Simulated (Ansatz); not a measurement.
Z-matrix (Å, degrees):
```
Nb
N 1 1.9239
H 2 1.0184 1 126.68
H 2 1.0214 3 111.77 1 -179.98
N 1 1.9776 2 103.28 3 0.10
H 5 1.0202 1 123.39 2 99.74
H 5 1.0202 6 110.77 1 -162.69
Cl 1 2.3494 2 103.89 3 -179.91
Cl 1 2.3543 2 103.24 3 -86.30
Cl 1 2.3544 2 103.25 3 86.48
```
Charge 0, multiplicity 1.

These are frozen-core CCSD(T)/def2-TZVPP // r2SCAN-D4/def2-SVP in Ansatz (a program for electronic structure) values and carry that method's errors.

```yaml
HF energy: -1546.40962 Ha
MP2 correlation energy: -1.48614 Ha
```

Task: Estimate the CCSD correlation energy, the (T) correction, the total energy and the T1 diagnostic.

Result: 
```
Quantity                         Result
-----------------------  --------------
CCSD correlation energy     -1.50888 Ha
(T) correction              -0.08113 Ha
CCSD(T) total energy     -1547.99962 Ha
T1 diagnostic                     0.022
```
